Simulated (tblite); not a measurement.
Compound: C4H7ClO2S.
Structure used (GFN2-xTB), in Å, numbered top down from 1:
```
atom  x, y, z in Å
C1     1.492    1.150    0.306
C2     1.429   -0.104    0.709
C3     0.459   -1.146    0.239
C4    -0.475   -0.669   -0.845
S5    -1.542    0.624   -0.139
O6    -1.475    1.825   -0.906
O7    -1.452    0.694    1.280
Cl8   -3.389   -0.165   -0.528
H9     2.222    1.824    0.720
H10    0.829    1.577   -0.425
H11    2.120   -0.464    1.460
H12   -0.136   -1.468    1.098
H13    1.017   -2.019   -0.117
H14   -1.140   -1.452   -1.194
H15    0.036   -0.200   -1.681
```

Calculated harmonic vibrations of the isolated species, GFN2-xTB (tblite), most abundant isotopes, no scaling. Against measured fundamentals such values can be off by several per cent, at times by over 20. One conformer, not necessarily the lowest.

Harmonic wavenumbers (cm⁻¹): 47.3, 98.0, 132.3, 180.6, 211.8, 268.5, 307.1, 330.3, 342.0, 455.8, 498.0, 533.8, 577.3, 680.2, 822.7, 901.7, 924.3, 925.1, 1020.4, 1027.9, 1069.2, 1107.4, 1133.4, 1160.6, 1223.0, 1292.6, 1296.3, 1334.3, 1402.7, 1430.3, 1436.9, 1726.9, 2940.7, 2971.1, 3028.0, 3037.3, 3062.4, 3121.7, 3150.5.

A = 2951, B = 1031, C = 923.8 MHz; mass 153.986 u (most abundant isotopes); point group C1, symmetry number 1.

Task: Zero-point energy?

Result: Half the sum of the wavenumbers: 23605 cm⁻¹ = 282.38 kJ/mol.

Task: Give the ideal-gas entropy at 298.15 K and 1 bar in the rigid-rotor, harmonic-oscillator model (classical rotation).

Result: Translation 171.67, rotation 121.87, vibration 105.13: S = 398.7 J/(mol K).

Task: And Cp and H(298.15 K) − H(0)?

Result: Cp = 144.68 J/(mol K), of which vibrations give 111.42 (their classical limit is 39 R = 324.3); H(298.15 K) − H(0) = 26.84 kJ/mol without the zero-point energy, 16.93 from vibrations.

Task: Blend soft modes into free rotors: weight 1/[1 + (100 cm⁻¹/ν̃)⁴] for the oscillator and the rest for a rotor with moment μB/(μ + B), μ = h/(8π²ν), B = 10⁻⁴⁴ kg m². What vibrational entropy results?

Result: 98.22 J/(mol K) in place of 105.13, which changes −T·S at 298.15 K by +2.06 kJ/mol.

Task: Which modes carry the vibrational entropy at 298.15 K?

Result: 47.3 cm⁻¹: 20.62; 98.0 cm⁻¹: 14.62; 132.3 cm⁻¹: 12.19; 180.6 cm⁻¹: 9.72; 211.8 cm⁻¹: 8.49; 268.5 cm⁻¹: 6.72 J/(mol K); the other 33 give 32.79 together.

Task: How do the functions run with temperature in this model?

Result: 
| T (K) | S (J/(mol K)) | Cp (J/(mol K)) | H − H(0) (kJ/mol) | G − H(0) (kJ/mol) | ln q(vib) |
| --- | --- | --- | --- | --- | --- |
| 150 | 318.9 | 92.7 | 9.20 | -38.63 | 2.42 |
| 250 | 374.7 | 128.2 | 20.27 | -73.39 | 4.71 |
| 400 | 445.8 | 177.0 | 43.26 | -135.06 | 8.13 |
| 600 | 527.3 | 224.9 | 83.79 | -232.60 | 12.52 |
| 900 | 627.6 | 268.8 | 158.45 | -406.41 | 18.59 |

q(vib) and H(0) count from the zero-point level.

Hindered rotation and anharmonicity are outside this model. Other conformers, if any are populated, would add a mixing term that is left out. The structure is chiral; the term R ln 2 for an equal mix with its mirror image is left out.
